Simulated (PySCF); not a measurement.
Work out the structure from these simulated measurements.

Elements present: C, Cl, H, N and P. Monoisotopic mass: 173.0161 u.

- NMR, other nuclei: isotropic shieldings of nuclei other than C and H, by class: 163 (1 N), 163 (1 P), 651 (1 Cl) ppm [GIAO PBE/pcSseg-1]
- UV, strongest line: among the 10 lowest singlet transitions: S4 at 5.65 eV (219 nm, f = 0.491) [TDDFT wB97X-D/def2-SVPD]
- Dipole: 4.34 D [wB97X-D/def2-SVPD]
- 1H NMR: chemical shifts (computed TMS as zero) by class: 8.23 (1 H), 7.12 (1 H), 6.55 (1 H), 3.11 (6 H) ppm [GIAO PBE/pcSseg-1]
- 13C NMR: chemical shifts (computed TMS as zero) by class: 172.0 (1 C), 153.5 (1 C), 136.1 (1 C), 134.0 (1 C), 116.3 (1 C), 44.2 (2 C) ppm [GIAO PBE/pcSseg-1]
- UV, first state: lowest singlet excitation: 3.81 eV (326 nm, f = 0.062) [TDDFT wB97X-D/def2-SVPD]
- Polarisability: 137.1 au [wB97X-D/def2-SVPD]
- Rotational structure: rotational constants A, B, C: 2.488, 0.528, 0.438 GHz [PBE0-D3(BJ)/def2-SVP]

Electronic properties: PySCF, gas phase, density fitting. Levels stand in brackets. NMR shifts are as computed; neighbouring signals can stand in another order in a measured spectrum. Isolated species at its PBE0-D3(BJ)/def2-SVP geometry, gas phase. Each NMR value is the plain mean over a class of atoms that symmetry, rotation or inversion makes alike.

Problem. Which formula fits the mass and the elements?

Solution. C7H9ClNP (calculated 173.0161). No other formula that holds each of these elements comes within 0.0003 u with a fitting electron parity and a possible valence count.

Problem. Propose a structure and show how it fits.

Solution. Numbering: `[CH3:1][N:2]([CH3:3])[c:4]1[cH:5][cH:6][c:7]([Cl:8])[cH:9][p:10]1`. 7 carbons fall into 6 classes; from least to most shielded: aromatic carbon bearing nitrogen [C4] (172.0 ppm), aromatic CH carbon [C9] (153.5 ppm), aromatic C–Cl carbon [C7] (136.1 ppm), aromatic CH carbon [C6] (134.0 ppm), aromatic CH carbon [C5] (116.3 ppm), N-methyl carbon [C1/C3] (44.2 ppm, 2 C, up to 3.9 ppm apart in this geometry). Hydrogen classes from least to most shielded: 1 H on an aromatic CH carbon, C9 (8.23 ppm), 1 H on an aromatic CH carbon, C6 (7.12 ppm), 1 H on an aromatic CH carbon, C5 (6.55 ppm), 6 H on 2 N-methyl carbons, C1/C3 (3.11 ppm). The other shieldings belong to: 163 ppm, aniline-type nitrogen [N2]; 163 ppm, phosphorus bonded to 2 C [P10]; 651 ppm, aryl chlorine [Cl8]. By its constants the optimised geometry is an asymmetric top. Structure: `CN(C)C1=PC=C(Cl)C=C1`. Computed isomers that give other values at the same levels: `CC(C)c1cnc(Cl)cp1` (rotational constant A: 2.254 GHz; this holds for the one conformer computed); `CN(C)c1ccpc(Cl)c1` (rotational constant A: 1.614 GHz; this holds for the one conformer computed). The assignments are read from this structure; whether some other isomer fits the data as well wasn't checked.

Shape of the structure used: `[CH3:1][N:2]([CH3:3])[c:4]1[cH:5][cH:6][c:7]([Cl:8])[cH:9][p:10]1`: C1–N2–C4–C5 180°.
